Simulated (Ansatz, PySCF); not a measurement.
SnF, SMILES [F][Sn+] (connectivity only; charge and spin as stated), charge +1, multiplicity 1.

Geometry optimised at PBE0-D3(BJ)/def2-TZVP. The spin state was assumed, not searched. The def2 effective core potentials stand for the cores of Sn; spin–orbit coupling is left out.

Vertical ionisation energy (IE) and electron affinity (EA) in eV. Rows of orbital energies are one-electron estimates. Where ΔSCF, EOM or ADC give a negative EA the extra electron is unbound and the value depends on the basis.

```tsv
level	IE	EA
−ε(HOMO), −ε(LUMO), HF/def2-TZVPD (PySCF)	19.06	6.36
−ε(HOMO), −ε(LUMO), ωB97X/def2-TZVPD (PySCF)	18.75	7.31
−ε(HOMO), −ε(LUMO), PBE/def2-TZVPD (PySCF)	15.16	10.08
ΔSCF, PBE0/def2-TZVPD (Ansatz), final states of multiplicity 2 and 2	19.13	7.05
ΔSCF, PBE/def2-TZVPD (Ansatz), final states of multiplicity 2 and 2	19.17	6.93
```

Problem. What vertical singlet–triplet gap does ΔSCF give with PBE0/def2-TZVPD (Ansatz, an electronic-structure program) and with PBE/def2-TZVPD (Ansatz)? (The exact figures need the calculation; the answer reports its results.)

Solution. 4.62 and 4.77 eV (triplet above singlet where positive).
